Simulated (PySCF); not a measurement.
Ligand exchange on a metal centre used in film growth or etching (Ta F-NH2). All species are isolated molecules in the gas phase. One relaxed conformer stands for each flexible species; it need not be the lowest. In the def2 sets, heavy atoms carry core potentials. All members: neutral, multiplicity 1. Level: TPSSh-D3(BJ)/def2-TZVP // PBE-D3(BJ)/def2-SVP (PySCF), beside PBE-D3(BJ)/def2-TZVP // PBE-D3(BJ)/def2-SVP (PySCF) at the same geometries. 

| species | HOMO–LUMO gap, PBE (eV) | HOMO–LUMO gap, TPSSh-D3(BJ) (eV) |
|---|---|---|
| [Ta(F)2(NH2)3] | 3.67 | 4.73 |
| [Ta(NH2)5] | 3.89 | 4.89 |
| [Ta(F)4(NH2)] | 4.13 | 5.20 |
| [Ta(F)(NH2)4] | 4.28 | 5.32 |
| [Ta(F)3(NH2)2] | 4.47 | withheld |
| [Ta(F)5] | 6.63 | 7.94 |

**Question.** Fit y = a + b·x, y being the HOMO–LUMO gap at the first level, to the 5 complete rows by least squares, with x = the PBE value in eV. Give a, b and the rms residual, and predict the withheld value.

**Answer.** Means of the 5 rows: x̄ = 4.52, ȳ = 5.616 eV. Σ(x − x̄)² = 5.7812 and Σ(x − x̄)(y − ȳ) = 6.3474, so b = 1.098 and a = ȳ − b·x̄ = 0.653 eV. The rms residual is 0.031 eV. At x = 4.47 the line gives 5.56 eV. The run for [Ta(F)3(NH2)2] gave 5.52 eV, so the line is off by 0.04 eV, within twice the rms residual.

Codes: PySCF.
